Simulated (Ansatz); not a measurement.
CClF$_{2}$NSn (`N#[C][Sn]([F])([F])[Cl]`) from Hartree–Fock to CCSD(T)

Cartesian coordinates in Å:
```
N 0.747 -1.857 1.807
C 0.451 -1.058 1.033
Sn -0.119 0.374 -0.356
F 0.922 0.155 -1.911
F 0.317 2.078 0.322
Cl -2.318 0.309 -0.895
```

The species carries charge 0 and has multiplicity 1. Correlated methods include outer-core shells of Sn, which these sets cover unevenly. Sn: def2 effective core potential. All single points use the PBE0-D4/def2-TZVP geometry. Frozen core, restricted reference, the Gaussian-basis code of Ansatz.

```csv
basis,HF (Eh),MP2 corr.
def2-SVP,-963.73389,-0.88344
def2-TZVPP,-964.28250,-1.32707
def2-QZVPP,-964.31261,-1.63116
```

Q: Estimate the CCSD correlation energy and the (T) correction in each basis where they were run (hartree).

A: 
```
     basis  CCSD corr.       (T)
  def2-SVP    -0.90081  -0.02489
def2-TZVPP    -1.32990  -0.05215
```
